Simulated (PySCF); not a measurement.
# Bond lengths and vibrations by method: ClGeH4Si

Calculated results; nothing here was measured. They come from PySCF 2.14.0, an open-source quantum chemistry program, on an isolated molecule that a program drew, which may never have been made. The molecule is ClGeH4Si (charge 0, doublet), drawn as the SMILES string `Cl[SiH][GeH3]`.

The geometry was optimised and harmonic frequencies were computed with HF and MP2, all in the cc-pV(D+d)Z basis, for the commonest isotopes, with a restricted reference for singlets and an unrestricted one otherwise, and a frozen core in MP2. Germanium has the cc-pVDZ-PP basis, with a core potential (ECP10MDF) in place of its 10 inner electrons, and its 3s, 3p and 3d shells are frozen in MP2. Each result is a local minimum of its method.

Geometry at the HF minimum:
```xyz
7
ClGeH4Si, angstrom
Cl   -2.3047    1.5503   -1.3664
Si   -1.1192   -0.1654   -1.2776
Ge    1.1098    0.4021   -0.5712
H    -1.7995   -1.1116   -0.3642
H     1.9452   -0.8807   -0.5099
H     1.0952    1.0632    0.8101
H     1.7287    1.3612   -1.5887
```

Lengths of the bonds as drawn, in Å (atoms numbered as above):
```
   bond     HF    MP2
Cl1-Si2  2.087  2.079
Si2-Ge3  2.406  2.400
 Si2-H4  1.481  1.486
 Ge3-H5  1.532  1.536
 Ge3-H6  1.531  1.537
 Ge3-H7  1.529  1.534
```

Rotational constants, in GHz:
| constant | HF | MP2 |
|---|---|---|
| A | 11.17 | 11.2 |
| B | 1.415 | 1.424 |
| C | 1.284 | 1.292 |

Harmonic frequencies in cm^-1, each column in rising order, so a row needn't be the same motion in every method:
| rank | HF | MP2 |
|---|---|---|
| 1 | 89 | 92 |
| 2 | 113 | 105 |
| 3 | 347 | 341 |
| 4 | 425 | ? |
| 5 | 511 | 482 |
| 6 | 555 | 557 |
| 7 | 640 | 599 |
| 8 | 800 | 763 |
| 9 | 885 | 827 |
| 10 | 959 | 908 |
| 11 | 962 | 912 |
| 12 | 2218 | 2179 |
| 13 | 2222 | 2189 |
| 14 | 2237 | 2200 |
| 15 | 2303 | 2252 |

**Estimate the missing MP2 frequency from the HF column.**

A single factor s that minimises the squared misfit of MP2 against s times HF over the other rows is sum(HF x MP2) / sum(HF^2) = 0.9764, with an rms misfit of 19 cm^-1. For rank 4 it gives 0.9764 x 425 = 415 cm^-1. The calculation gives 397 cm^-1, 18 cm^-1 below the estimate. The drawn bonds are on average 0.1 % longer in MP2 than in HF.
